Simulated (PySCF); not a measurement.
Mapped SMILES: `[OH:1][CH2:2][C:3]1=[CH:4][CH2:5][CH:6]=[CH:7][O:8]1`; H(Xn) means a hydrogen on atom n.

How the numbers were obtained: GFN2-xTB structure, GIAO PBE0/pcSseg-1 shieldings, in PySCF 2.14.0 with density-fitted response routines (isolated molecule, one conformer, relativity neglected, one averaged value for each set of equivalent atoms).

Scale: ¹³C against TMS (reference shieldings calculated alike).

Do the ¹³C shifts follow the atomic charges (in e)? Tabulate both.

## Answers


```tsv
atoms	hybridisation	δ (ppm)	σ para (ppm)	Hirshfeld	IAO	Mulliken	ESP-fitted
C3	sp2	158.8	-228	+0.06	+0.17	+0.09	+0.18
C7	sp2	148.2	-209	+0.02	+0.04	+0.22	-0.03
C6	sp2	106.5	-178	-0.07	-0.22	-0.31	-0.33
C4	sp2	103.8	-175	-0.07	-0.22	-0.24	-0.33
C2	sp3	69.2	-123	-0.00	-0.05	+0.17	-0.10
C5	sp3	25.3	-83	-0.07	-0.26	-0.06	+0.30
```

Correlation coefficients of δ with charge over these carbons: Hirshfeld +0.65, IAO +0.75, Mulliken +0.24, ESP-fitted -0.20; with the paramagnetic shielding -0.99. Among the 4 sp2 carbons alone: Hirshfeld +0.99, IAO +0.99, Mulliken +0.92, ESP-fitted +0.98. With so few points, grouped by hybridisation, these coefficients are fragile. Charge is one influence among several: hybridisation and low-lying excitations act through the paramagnetic term.

Shifts are as computed. Against solution values, carbons near 30 ppm lie about +3 ppm off and those near 130 ppm about +5 ppm. Of 1211 compounds with measured shifts, 218 miss one by over three times the rms of a fit or turn the order of signals round; such compounds aren't used in these exercises.
